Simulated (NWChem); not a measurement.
SeO$_{2}$, triplet; SMILES of the neutral closed-shell parent O=[Se]=O

```xyz
3

O      1.2233     0.0000    -0.8225
Se     0.0000     0.0000     0.3870
O     -1.2233     0.0000    -0.8225
```
Atoms are numbered in this order, from 1.

In the optimisation the excess spin sits in b1 and b2 (C2v, its own frame). All runs use the structure optimised with PBE-D3(BJ)/def2-SVP, spin-unrestricted. The spin multiplicity was typed, not searched, and may not be the lowest. No stability test was run on the SCF state.

Symmetry labels are those of C2v in the frame above (b1 and b2, or b-type labels, depend on it).

Question: List the 6 lowest vertical excitations from UHF/def2-SVP, CIS (NWChem).

Answer: 
```
state    energy (eV)  oscillator strength  symmetry of the excitation  <S²>
-------  -----------  -------------------  --------------------------  ----
state 1         0.69                0.000                          b1  2.18
state 2         0.86                0.011                          b2  2.08
state 3         2.15                0.001                          b1  2.05
state 4         3.62                0.000                          a1  2.32
state 5         4.13                0.005                          b2  2.19
state 6         4.22                0.000                          a1  2.14
```
